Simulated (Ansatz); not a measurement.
Cost and result for the atomization energy of C$_{2}$H$_{10}$AlNSi, SMILES `C[SiH2][N](C)[AlH2]` (15 atoms, 14 bonds).

```xyz
15

C    -0.1232    1.3023   -1.8025
Si    0.9049    0.1514   -0.7488
N     0.0253   -0.5030    0.5936
C    -0.4464    0.4688    1.5786
Al   -0.2754   -2.2445    0.8270
H     0.4737    1.6868   -2.6341
H    -0.4792    2.1605   -1.2271
H    -0.9915    0.7849   -2.2177
H     1.3828   -1.0003   -1.5600
H     2.0856    0.9167   -0.2452
H    -1.1842    1.1588    1.1530
H     0.3784    1.0728    1.9761
H    -0.9233   -0.0313    2.4262
H    -1.0588   -2.6528    2.1438
H     0.2315   -3.2711   -0.2630
```

The species carries charge 0 and has multiplicity 1. Geometry: relaxed with PBE0-D4/def2-TZVP. It is one conformer, not always the lowest. Program: Ansatz. All runs use 4 threads of an Arm Neoverse V2 on a shared host. Times are those of one run each, without the atoms' runs, and a repeat can differ threefold. Electronic energies, without spin–orbit coupling; frozen cores. CCSD(T)/CBS adds CCSD(T) − MP2 in def2-TZVPP to the MP2 limit, and its time is that of the two runs behind it. T1 = 0.011. B3LYP takes the VWN-RPA correlation (the form of Gaussian; ORCA's B3LYP/G).

CCSD(T)/CBS is a level of theory with its own doubt, some kJ/mol a heavy atom from the limit and from the frozen cores, so smaller differences don't rank the functionals.

```json
{"level": "PBE0-D4/def2-TZVPP", "functions": "317", "atomization (kJ/mol)": "5137.7", "difference from CCSD(T)/CBS": "-30.2", "per bond": "-2.2"}
{"level": "CCSD(T)/def2-TZVPP", "functions": "317", "atomization (kJ/mol)": "5040.7", "difference from CCSD(T)/CBS": "-127.2", "per bond": "-9.1"}
{"level": "PBE-D4/def2-TZVPP (with forces)", "functions": "317", "atomization (kJ/mol)": "5182.0", "difference from CCSD(T)/CBS": "14.1", "per bond": "1.0"}
{"level": "CCSD(T)/CBS(def2)", "functions": "–", "atomization (kJ/mol)": "5167.9", "difference from CCSD(T)/CBS": "0.0", "per bond": "0.0"}
{"level": "ωB97X-V/def2-TZVPP", "functions": "317", "atomization (kJ/mol)": "5188.6", "difference from CCSD(T)/CBS": "20.7", "per bond": "1.5"}
{"level": "ωB97M-V/def2-TZVPP (with forces)", "functions": "317", "atomization (kJ/mol)": "5179.6", "difference from CCSD(T)/CBS": "11.7", "per bond": "0.8"}
{"level": "B2PLYP/def2-TZVPP", "functions": "317", "atomization (kJ/mol)": "5105.8", "difference from CCSD(T)/CBS": "-62.1", "per bond": "-4.4"}
{"level": "B3LYP-D4/def2-TZVPP (with forces)", "functions": "317", "atomization (kJ/mol)": "5172.6", "difference from CCSD(T)/CBS": "4.7", "per bond": "0.3"}
{"level": "r2SCAN-D4/def2-TZVPP (with forces)", "functions": "317", "atomization (kJ/mol)": "5157.3", "difference from CCSD(T)/CBS": "-10.6", "per bond": "-0.8"}
{"level": "MP2/def2-QZVPP", "functions": "611", "atomization (kJ/mol)": "5136.0", "difference from CCSD(T)/CBS": "-31.9", "per bond": "-2.3"}
```

Question: Order the runs by time, with rough figures. (An estimate is asked.)

Answer: Computed: PBE-D4/def2-TZVPP (with forces) 3.2 s; PBE0-D4/def2-TZVPP 4.1 s; r2SCAN-D4/def2-TZVPP (with forces) 6 s; B3LYP-D4/def2-TZVPP (with forces) 7 s; B2PLYP/def2-TZVPP 8 s; ωB97X-V/def2-TZVPP 11 s; ωB97M-V/def2-TZVPP (with forces) 16 s; MP2/def2-QZVPP 37 s; CCSD(T)/def2-TZVPP 16 min; CCSD(T)/CBS(def2) 17 min.

From PBE to PBE0 (25 % exact exchange), in def2-TZVPP and without D4, the atomization energy moves by −39.4 kJ/mol: exact exchange takes away binding that semilocal exchange gives to molecules. The D4 term adds +53.8 kJ/mol with B3LYP and +28.6 kJ/mol with PBE0; it sums over pairs of atoms, weighted by their polarisabilities, and B3LYP, whose exchange is more repulsive, gets the larger term. In def2-TZVPP, CCSD(T) changes the Hartree–Fock value by +1185.7 kJ/mol (the triples alone add +56.6 kJ/mol) and MP2 by +1204.8 kJ/mol; breaking electron pairs costs correlation energy, which Hartree–Fock lacks.
